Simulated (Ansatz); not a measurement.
`[F][Sn]([SH])([SH])[SH]` and `[SH][Sn]([SH])([SH])[SH]` differ in one atom or group.

Ansatz, PBE0-D4/def2-TZVP geometries, multiplicity 1. Each molecule was computed in one conformer, which needn't be the lowest.

Elements past krypton have def2 core potentials.

```tsv
property	`[F][Sn]([SH])([SH])[SH]`
size of the dipole moment (PBE/def2-TZVPP) / D	1.31
size of the dipole moment (ωB97M-V/def2-TZVPP) / D	1.40
HOMO–LUMO gap (B3LYP/def2-TZVPP) / eV	5.21
HOMO–LUMO gap (PBE0/def2-TZVPP) / eV	5.76
zero-point energy (PBE0-D4/def2-TZVP) / kJ/mol	77.6
size of the dipole moment (B3LYP/def2-TZVPP) / D	1.40
```

(1) Give the same properties after the change, and the shifts. (Best estimate.)

Results:

(1) Ansatz gave: 
```json
{"property": "size of the dipole moment (PBE/def2-TZVPP) / D", "`[SH][Sn]([SH])([SH])[SH]`": "1.26", "shift": "-0.05"}
{"property": "size of the dipole moment (ωB97M-V/def2-TZVPP) / D", "`[SH][Sn]([SH])([SH])[SH]`": "1.28", "shift": "-0.12"}
{"property": "HOMO–LUMO gap (B3LYP/def2-TZVPP) / eV", "`[SH][Sn]([SH])([SH])[SH]`": "5.10", "shift": "-0.11"}
{"property": "HOMO–LUMO gap (PBE0/def2-TZVPP) / eV", "`[SH][Sn]([SH])([SH])[SH]`": "5.63", "shift": "-0.13"}
{"property": "zero-point energy (PBE0-D4/def2-TZVP) / kJ/mol", "`[SH][Sn]([SH])([SH])[SH]`": "96.8", "shift": "19.2"}
{"property": "size of the dipole moment (B3LYP/def2-TZVPP) / D", "`[SH][Sn]([SH])([SH])[SH]`": "1.27", "shift": "-0.13"}
```

With PBE0 the HOMO rises by 0.28 eV and the LUMO rises by 0.16 eV, so the gap narrows by about 0.12 eV. PBE moves the HOMO by 0.28 eV and ωB97M-V by 0.25 eV. The zero-point energy changes by 19.2 kJ/mol with +3 modes. Dipoles are sizes alone; their direction can turn.

B3LYP here is the variant with VWN-RPA as its local correlation; programs differ in this.
